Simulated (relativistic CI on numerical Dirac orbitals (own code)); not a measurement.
# Calculated levels, Hf LIV

These numbers are calculated, not measured: Dirac-Coulomb-Breit CI, KLI orbitals optimised for each configuration, model QED (radiative potential, 1s self-energy scaled to tabulated hydrogen-like ionisation energies), unscaled Slater integrals (own radial code, finite nucleus).

CI space (outside the closed core [Ne]): 3s2 3p6 3d, 3s2 3p5 3d2, 3s 3p6 3d2, 3s2 3p6 4s, 3s2 3p6 4p, 3s2 3p6 4d, 3s2 3p5 3d 4s, 3s2 3p6 4f, 3s2 3p5 3d 4p, 3s2 3p5 3d 4d, 3s 3p6 3d 4s, 3p6 3d2 4p, 3s2 3p5 3d 4f, 3s 3p6 3d 4p, 3s 3p6 3d 4d, 3s2 3p6 5s, 3s 3p6 3d 4f, 3s2 3p6 5p, 3s2 3p6 5d, 3s2 3p6 5f, 3s2 3p6 5g, 3p6 3d3, 3p5 3d4, 3p5 3d3 4s, 3p6 3d2 4s, 3p5 3d2 4s2, 3p6 3d2 4d, 3p5 3d3 4d, 3p5 3d2 4s 4d. Double excitations out of closed p, d and f shells are left out; levels of such configurations are missing from the list, as are those of other unlisted configurations, and high levels can miss mixing partners. These lack a partner that the ground configuration has and come out too high: 3s2 3p5 3d 4p, 3s2 3p5 3d 4f.

The lowest level is 3s2 3p6 3d 2D_3/2, with 100 % of that term; Hund's rules for 3s2 3p6 3d give 2D with J = 3/2, in agreement.

```
No.  Configuration  Term     J  E (10³ cm⁻¹)    %  Landé g  Lifetime (s)
  1     3s2 3p6 3d    2D   3/2           0.0  100    0.787              
  2     3s2 3p6 3d    2D   5/2         548.5  100    1.189      5.69e-07
  3    3p5 3d2(3F)   4D°   3/2        1969.9   41    0.956      4.31e-10
  4    3p5 3d2(3F)   4D°   1/2        1981.6   83    0.126      1.15e-10
  5    3p5 3d2(3F)   4F°   5/2        2025.1   35    1.004      1.95e-10
  6    3p5 3d2(3F)   2G°   7/2        2046.4   35    1.010      1.28e-07
  7    3p5 3d2(1S)   2P°   3/2        2221.5   30    1.331      1.41e-09
  8    3p5 3d2(3F)   4D°   5/2        2473.2   50    1.256      2.44e-08
  9    3p5 3d2(3F)   4G°   9/2        2509.4   70    1.165      5.19e-07
 10    3p5 3d2(3F)   4F°   7/2        2532.3   46    1.244      1.14e-10
 11    3p5 3d2(3F)   4D°   3/2        2564.1   46    1.080      5.07e-11
 12    3p5 3d2(3P)   4P°   5/2        2579.9   42    1.227      1.75e-10
 13    3p5 3d2(1G)   2H°  11/2        2594.5   66    1.140      2.02e-04
 14    3p5 3d2(3F)   2G°   7/2        2606.8   42    1.085      9.54e-10
 15    3p5 3d2(3P)   4P°   1/2        2659.1   32    1.629      7.02e-09
 16    3p5 3d2(1G)   2F°   7/2        2692.5   38    1.140      1.17e-09
 17    3p5 3d2(3P)   4D°   5/2        2708.1   47    1.241      1.98e-10
 18    3p5 3d2(1G)   2G°   9/2        2732.9   60    1.108      8.02e-06
 19    3p5 3d2(3P)   4S°   3/2        2733.8   34    1.421      8.10e-10
 20    3p5 3d2(3P)   2D°   3/2        2876.0   42    0.862      1.32e-12
 21    3p5 3d2(1G)   2F°   5/2        2940.2   80    0.863      9.24e-13
 22    3p5 3d2(3P)   2P°   1/2        2994.6   73    0.651      8.75e-13
 23    3p5 3d2(3F)   4G°  11/2        3061.9   66    1.201      3.41e-07
 24    3p5 3d2(1D)   2D°   5/2        3120.3   51    1.201      1.75e-10
 25    3p5 3d2(1G)   2G°   9/2        3147.6   45    1.178      2.76e-07
 26    3p5 3d2(1D)   2F°   7/2        3169.4   51    1.226      1.04e-11
 27    3p5 3d2(1D)   2P°   1/2        3228.4   57    1.141      3.69e-11
 28    3p5 3d2(3F)   2F°   7/2        3353.9   42    1.148      2.82e-12
 29    3p5 3d2(1S)   2P°   3/2        3417.0   53    1.266      2.84e-11
 30    3p5 3d2(3F)   2D°   5/2        3490.6   52    1.165      8.58e-13
 31    3p5 3d2(1S)   2P°   3/2        3513.5   57    1.315      1.10e-12
 32    3p5 3d2(3F)   4G°   5/2        4449.2   48    0.745      1.15e-12
 33    3p5 3d2(1S)   2P°   1/2        4787.1   54    0.643      3.46e-13
 34    3p5 3d2(3F)   2D°   3/2        4820.8   61    0.762      1.79e-13
 35    3p5 3d2(3F)   4G°   7/2        4935.3   48    1.008      8.66e-11
 36    3p5 3d2(3F)   2D°   5/2        4958.2   28    1.053      7.26e-12
 37    3p5 3d2(3P)   4D°   3/2        5007.1   40    1.164      5.52e-12
 38    3p5 3d2(3P)   4P°   1/2        5025.8   45    1.737      3.97e-09
 39    3p5 3d2(1G)   2H°   9/2        5045.0   49    1.022      4.06e-09
 40    3p5 3d2(3F)   2D°   5/2        5276.0   44    1.137      2.57e-13
 41    3p5 3d2(1G)   2F°   7/2        5279.0   55    1.139      3.44e-13
 42    3p5 3d2(3P)   2P°   3/2        5344.1   49    1.308      2.64e-13
 43    3p5 3d2(1G)   2F°   7/2        5505.9   33    1.183      8.03e-12
 44    3p5 3d2(3F)   2G°   9/2        5560.1   42    1.105      3.84e-09
 45    3p5 3d2(1D)   2P°   3/2        5583.1   31    1.345      4.84e-11
```

Energies count from the lowest computed level; ° marks odd parity; lifetimes are radiative, by E1, M1, E2, M2, E3 decay to levels of this space only. Percentages are summed over parent terms; the parents shown are those of the largest component, closed shells are left out there.

The mean weight of the leading LS term, summed over parents, in these 45 levels is 51 %, and that of the leading jj configuration (from the same eigenvectors) 97 %, so jj coupling describes them better and the LS labels are nominal.

At this charge energies of transitions that change n are usually good to better than 1 %, and those within a shell (Δn = 0) to a few per cent.

LS names give the leading component of a level, which can be under half, so a name can repeat, a term be missing and a line seem to break the LS rules.
